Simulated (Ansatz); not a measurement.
Mulliken charges of BCl3FHSi (`FB[Si](Cl)(Cl)Cl`) from ωB97M-V/def2-TZVPP in Ansatz (PBE0-D4/def2-TZVP geometry).

```json
{"atom": "F1", "x (Å)": "0.413", "y (Å)": "-2.140", "z (Å)": "0.571", "charge (e)": "-0.178"}
{"atom": "B2", "x (Å)": "0.749", "y (Å)": "-0.871", "z (Å)": "0.578", "charge (e)": "0.184"}
{"atom": "Si3", "x (Å)": "-0.428", "y (Å)": "0.497", "z (Å)": "-0.353", "charge (e)": "0.430"}
{"atom": "Cl4", "x (Å)": "-2.064", "y (Å)": "-0.323", "z (Å)": "-1.246", "charge (e)": "-0.159"}
{"atom": "Cl5", "x (Å)": "0.684", "y (Å)": "1.458", "z (Å)": "-1.771", "charge (e)": "-0.166"}
{"atom": "Cl6", "x (Å)": "-1.050", "y (Å)": "1.867", "z (Å)": "1.030", "charge (e)": "-0.166"}
{"atom": "H7", "x (Å)": "1.758", "y (Å)": "-0.554", "z (Å)": "1.144", "charge (e)": "0.055"}
```

Q: By hand: the dipole of these point charges (1 e Å = 4.8032 D).

A: Σ q r = (0.366, -0.097, 0.237) e Å, of length 0.447 e Å = 2.15 D.

Q: How does the dipole of the full density compare? (Best estimate.)

A: Computed: (0.168, -0.073, 0.113) e Å, 1.03 D; the point charges give 2.09 times that, at 7° from its direction.

Point charges leave out the atoms' own dipoles, such as those of lone pairs, and Mulliken's split depends on the basis, so the two needn't agree.
